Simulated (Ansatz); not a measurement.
Harmonic frequencies (cm⁻¹) at PBE0-D4/def2-TZVP from Ansatz: 109, 148, 155, 227, 258, 424, 457, 715, 1068.

Question: Which molecule is it?
A. `[O]=[Nb]([F])([F])[Cl]`
B. `[OH][Nb]([F])([F])([F])[F]`
C. `[OH][Nb](=[S])([Cl])[Cl]`
D. `[O]=[Nb]([F])([Cl])[Cl]`

Answer: D.
